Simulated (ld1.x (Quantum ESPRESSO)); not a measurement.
## LDA (PZ) PAW dataset for copper (Cu), scalar-relativistic all-electron reference.

* Element: Cu
* Generator: ld1.x (Quantum ESPRESSO) 7.5
* Type: PAW
* Functional: LDA (PZ)
* Relativity: scalar-relativistic
* Frozen core: [Ar]
* Valence charge: 11
* Reference configuration: 3d10 4s1 4p0
* Partial waves: 4s (bound): rcut 1.95, rcutus 2.30 bohr; 4s channel at 1.55 Ry: rcut 1.95, rcutus 2.30 bohr; 4p (bound, empty): rcut 3.50, rcutus 4.00 bohr; 4p channel at 1.65 Ry: rcut 3.50, rcutus 4.00 bohr; 3d (bound): rcut 0.80, rcutus 1.10 bohr; 3d channel at -0.05 Ry: rcut 0.80, rcutus 1.10 bohr
* Local potential: all-electron potential smoothed inside 0.85 bohr (lloc = -2)
* Core correction: a·sin(br)/r model core inside 1.05 bohr
* Augmentation charge: PSQ, inside the norm-conserving radii

* Cutoffs needed: 120 Ry and 160 Ry (the cutoffs (Ry, on a coarse ladder) from which the occupation-weighted sum of valence levels, in a spherical-Bessel basis at the reference potential, stays within 10 and 1 mRy of its value at 400 Ry)
* Ghost test: ghost state, extra bound levels that the all-electron valence spectrum of the same l lacks: s at -148.7 eV; a true bound ghost makes a file unfit for plane-wave use (spherical-Bessel basis up to 400 Ry, 20 bohr box)
* Largest excitation error: -456 meV (all-electron minus pseudo) for 3d8 4s0 4p0, out of 7 test configurations
* Lowest eigenvalue of the overlap operator: 0.17 (s channel)
* Density cutoff estimated by the generator: 619 Ry
